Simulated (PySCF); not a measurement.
SMILES OB(O)[SiH2]C[SeH] (CH7BO2SeSi) at its GFN2-xTB optimised geometry (Å):

```
13

O     -1.1446    -2.1700     0.0240
B     -0.4063    -1.0403     0.0000
O      0.9469    -1.0403     0.0000
Si    -1.2449     0.7471     0.0000
C      0.0626     2.0264    -0.5906
Se     1.8711     1.5294     0.0151
H     -0.6848    -3.0138     0.0436
H      1.4433    -1.8621     0.0207
H     -1.6715     1.2135     1.3336
H     -2.4046     0.9631    -0.8833
H      0.1028     2.1005    -1.6770
H     -0.1361     3.0138    -0.1813
H      2.4046     2.8868    -0.0876
```

Method: PBE/def2-TZVP in PySCF.

Map of the Laplacian of the electron density (e/bohr⁵) on the plane z = 1.5 Å:

```
|@@@@@@@@@@@@@@@@@@@@@@@@@@@@@|
|@@@@@@@@@@@@@@@@@@@@@@@@@@@@@|
|@@@@@@@@@@@@@@@@@@@@@@@@@@@@@|
|@@@@@@@@@@@@@@@@@@@@@@@@@@@@@|
|@@@@@@@@@@@@@@@@@@@@@@@@@@@@@|
|@@@@@@@@@@@@@@@@@@@@@@@@@@@@@|
|@@@@@@@@@@@@@@@@@@@@@@@@@@@@@|
|@@@@@@@@@@@@@@@@@@@@@@@@@@@@@|
|@@@@@@@@@@@@@@@@@@@@@@@@@@@@@|
|@@@@@@@@@@@@@@@@@@@@@@@@@@@@@|
|@@@@@@@@@@@@@@@@@@@@@@@@@@@@@|
|@@@@@@@@@@ @@@@@@@@@@@@@@@@@@|
|@@@@@@@@@@@@@@@@@@@@@@@@@@@@@|
|@@@@@@@@@@@@@@@@@@@@@@@@@@@@@|
|@@@@@@@@@@@@@@@@@@@@@@@@@@@@@|
|@@@@@@@@@@@@@@@@@@@@@@@@@@@@@|
|@@@@@@@@@@@@@@@@@@@@@@@@@@@@@|
|@@@@@@@@@@@@@@@@@@@@@@@@@@@@@|
|@@@@@@@@@@@@@@@@@@@@@@@@@@@@@|
|@@@@@@@@@@@@@@@@@@@@@@@@@@@@@|
|@@@@@@@@@@@@@@@@@@@@@@@@@@@@@|
|@@@@@@@@@@@@@@@@@@@@@@@@@@@@@|
|@@@@@@@@@@@@@@@@@@@@@@@@@@@@@|
|@@@@@@@@@@@@@@@@@@@@@@@@@@@@@|
|@@@@@@@@@@@@@@@@@@@@@@@@@@@@@|
|@@@@@@@@@@@@@@@@@@@@@@@@@@@@@|
|@@@@@@@@@@@@@@@@@@@@@@@@@@@@@|
|@@@@@@@@@@@@@@@@@@@@@@@@@@@@@|
|@@@@@@@@@@@@@@@@@@@@@@@@@@@@@|
```
Scale: ten equal steps from -1.25 (start of ' ') to 0.055 (end of '@'), in the order ' .:-=+*#%@'; x runs from -5.50 to 5.50, y from -5.50 (bottom) to 5.50 (top).
